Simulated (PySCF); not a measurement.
# Polarisability and C₆ of Co (cobalt, neutral)

[Ar] 3d7 4s2, high-spin 4F determinant. All numbers are calculated (PySCF 2.14, the spin-free X2C one-electron Hamiltonian (Gaussian nucleus), in aug-cc-pwCVTZ-DK with one added diffuse shell each of s, p, d, f, g type (11s10p8d5f4g, 152 functions)). Coupled (time-dependent) response in atomic units; α is the mean over directions.

| method | mean α (bohr³) | C₆ (like pair) | S(−4) |
| --- | --- | --- | --- |
| BP86 | 51.64 | 432.8 | 1381 |

S(−4) is the Cauchy moment in α(ω) = α(0) + S(−4) ω² + …

Reference α: 55 ± 4 bohr³ (recommended; Schwerdtfeger and Nagle, table of static dipole polarizabilities (2023 update)). Published C₆: 408.0 (Chu and Dalgarno (2004); Tang, Norbeck and Certain (1976)).

α(iu) at BP86:

```csv
u (hartree),α(iu) (bohr³)
0,51.64
0.0500,48.45
0.100,41.16
0.200,26.72
0.300,17.72
0.500,9.452
0.750,5.554
1.00,3.808
1.50,2.244
2.00,1.537
3.00,0.8852
5.00,0.4207
```

A single London oscillator, α(iu) = α/(1 + u²/ω²), gives C₆ = (3/4) ω α². Matching the computed C₆ needs ω = 4 × 432.8 / (3 × 51.64²) = 0.216 hartree.
